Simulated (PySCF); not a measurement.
Species: C₅H₈O₂S.
Numbering: `[O:1]=[S:2]1(=[O:3])[CH:4]=[CH:5][CH2:6][CH2:7][CH2:8]1` (hydrogens: H9 on C4; H10 on C5; H11, H12 on C6; H13, H14 on C7; H15, H16 on C8)

The same species was optimised twice, with GFN2-xTB and with PBE0-D3(BJ)/def2-SVP (PySCF), and the same property calculations (PySCF, gas phase) were run on both structures.

```
  coordinate  GFN2-xTB  PBE0-D3(BJ)/def2-SVP  change
   S2=O3 (Å)     1.439                 1.462  +0.023
   S2–C8 (Å)     1.816                 1.793  -0.023
   O1=S2 (Å)     1.438                 1.460  +0.022
   S2–C4 (Å)     1.790                 1.769  -0.021
   C4=C5 (Å)     1.319                 1.336  +0.017
   C7–C8 (Å)     1.514                 1.519  +0.005
   C5–C6 (Å)     1.495                 1.497  +0.002
   C6–C7 (Å)     1.527                 1.524  -0.003
S2–C8–C7 (°)     105.1                 109.4    +4.3
O1–S2–O3 (°)     117.6                 120.2    +2.6
C4–S2–C8 (°)     102.3                 101.0    -1.3
O3–S2–C8 (°)     108.7                 107.7    -1.0
S2–C4–C5 (°)     122.4                 123.3    +0.9
C6–C7–C8 (°)     111.4                 111.9    +0.5
O1–S2–C8 (°)     110.2                 109.7    -0.5
C4–C5–C6 (°)     125.8                 126.3    +0.5
```

Rotational constants: A = 3087, B = 1630, C = 1390 MHz (GFN2-xTB) against A = 3071, B = 1599, C = 1377 MHz (PBE0-D3(BJ)/def2-SVP). Point groups within 0.08 Å: C1 and C1.

On the GFN2-xTB structure: lowest singlet, TDDFT (eV) 6.38 [CAM-B3LYP/def2-SVPD]; lowest triplet, Tamm–Dancoff (eV) 4.39 [CAM-B3LYP/def2-SVPD]; isotropic polarisability (au) 80.4 [CAM-B3LYP/def2-SVPD]; HOMO (eV) -9.46 [CAM-B3LYP/def2-SVPD]; LUMO (eV) 0.28 [CAM-B3LYP/def2-SVPD]; dipole (D) 5.96 [CAM-B3LYP/def2-SVPD]; HOMO (eV) -8.01 [PBE0/pcSseg-1]; LUMO (eV) -0.76 [PBE0/pcSseg-1]; dipole (D) 5.58 [PBE0/pcSseg-1]; GIAO shielding of O1/O3 (mean) (ppm) 121.8 [PBE0/pcSseg-1]; GIAO shielding of S2 (ppm) 215.7 [PBE0/pcSseg-1]; GIAO shielding of C4 (ppm) 42.6 [PBE0/pcSseg-1]; GIAO shielding of C5 (ppm) 45.2 [PBE0/pcSseg-1]; GIAO shielding of C6 (ppm) 155.9 [PBE0/pcSseg-1]; GIAO shielding of C7 (ppm) 163.2 [PBE0/pcSseg-1]; GIAO shielding of C8 (ppm) 127.7 [PBE0/pcSseg-1].

Problem. What do these properties become on the PBE0-D3(BJ)/def2-SVP structure?

Solution. 
| property | level | on GFN2-xTB | on PBE0-D3(BJ)/def2-SVP | change |
| --- | --- | --- | --- | --- |
| lowest singlet, TDDFT (eV) | CAM-B3LYP/def2-SVPD | 6.38 | 6.29 | -0.09 |
| lowest triplet, Tamm–Dancoff (eV) | CAM-B3LYP/def2-SVPD | 4.39 | 4.20 | -0.19 |
| isotropic polarisability (au) | CAM-B3LYP/def2-SVPD | 80.4 | 81.9 | +1.5 |
| HOMO (eV) | CAM-B3LYP/def2-SVPD | -9.46 | -9.41 | +0.05 |
| LUMO (eV) | CAM-B3LYP/def2-SVPD | 0.28 | 0.16 | -0.12 |
| dipole (D) | CAM-B3LYP/def2-SVPD | 5.96 | 6.02 | +0.06 |
| energy, GFN2-xTB geometry as zero (kcal/mol) | CAM-B3LYP/def2-SVPD | 0.0 | -3.1 | -3.1 |
| HOMO (eV) | PBE0/pcSseg-1 | -8.01 | -7.96 | +0.05 |
| LUMO (eV) | PBE0/pcSseg-1 | -0.76 | -0.89 | -0.13 |
| dipole (D) | PBE0/pcSseg-1 | 5.58 | 5.64 | +0.06 |
| energy, GFN2-xTB geometry as zero (kcal/mol) | PBE0/pcSseg-1 | 0.0 | -3.0 | -3.0 |
| GIAO shielding of O1/O3 (mean) (ppm) | PBE0/pcSseg-1 | 121.8 | 114.5 | -7.3 |
| GIAO shielding of S2 (ppm) | PBE0/pcSseg-1 | 215.7 | 212.5 | -3.2 |
| GIAO shielding of C4 (ppm) | PBE0/pcSseg-1 | 42.6 | 41.8 | -0.8 |
| GIAO shielding of C5 (ppm) | PBE0/pcSseg-1 | 45.2 | 42.7 | -2.5 |
| GIAO shielding of C6 (ppm) | PBE0/pcSseg-1 | 155.9 | 156.5 | +0.6 |
| GIAO shielding of C7 (ppm) | PBE0/pcSseg-1 | 163.2 | 162.5 | -0.7 |
| GIAO shielding of C8 (ppm) | PBE0/pcSseg-1 | 127.7 | 128.8 | +1.1 |

The heavy atoms differ by 0.036 Å rms after alignment. Among bonds between heavy atoms O1=S2, S2=O3 and S2–C8 change most and about equally (-0.023 to +0.023 Å). Changes are differences of the printed values. Neither structure is proved a minimum here.
